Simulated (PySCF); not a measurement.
Molecule: `O=C(O)c1ncnc(Cl)n1`, C₄H₂ClN₃O₂.

Cartesian coordinates in Å; atom numbers follow the order of the lines, from 1:
```xyz
12

O     2.411   -1.302    0.514
C     1.842   -0.290    0.216
O     2.445    0.866   -0.025
C     0.344   -0.180    0.071
N    -0.370   -1.274    0.290
C    -1.675   -1.127    0.150
N    -2.284   -0.003   -0.181
C    -1.477    1.028   -0.378
Cl   -2.185    2.503   -0.806
N    -0.160    0.997   -0.267
H     3.408    0.778    0.072
H    -2.298   -1.995    0.318
```

Frames of a GFN2-xTB Langevin trajectory at 400 K; GIAO PBE0/pcSseg-1 shieldings in PySCF 2.14, gas phase, non-relativistic; equivalent atoms averaged within each frame.

Shifts are taken against calculated references (same method and geometry level): H2O for ¹⁷O (σref 336.08); TMS for ¹³C (σref 186.93); NH3 for ¹⁵N (σref 267.73); ³⁵Cl (σref 949.78) against HCl. The references are static minima.

Problem. How do the shifts (ppm) fluctuate along the trajectory?

Solution. 
```csv
time (fs),O1,O3,C8,C6,C4,C2,N10,N7,N5,Cl9
optimised geometry,453.8,208.5,185.1,174.4,168.0,166.1,322.8,327.6,317.4,351
250,421.4,229.6,190.1,171.5,165.4,163.1,340.0,339.9,310.9,350
425,440.0,183.0,200.4,171.3,175.1,167.7,326.6,322.2,311.0,426
625,442.5,199.8,190.1,174.7,188.8,166.0,358.8,312.5,336.6,380
800,426.5,201.6,192.0,170.3,186.5,162.8,362.5,332.6,319.0,358
1000,446.9,180.7,194.3,170.2,183.3,162.4,341.5,335.2,297.6,375
mean of frames,435.4,198.9,193.4,171.6,179.8,164.4,345.9,328.5,315.0,378
standard deviation,11.0,19.6,4.3,1.8,9.6,2.4,14.8,11.0,14.3,30
```

5 frames give an uncertainty of the mean of about the standard deviation over 2.2 at best, since frames this close in time may not be independent; classical motion lacks zero-point vibration, and the reference would need the same averaging.
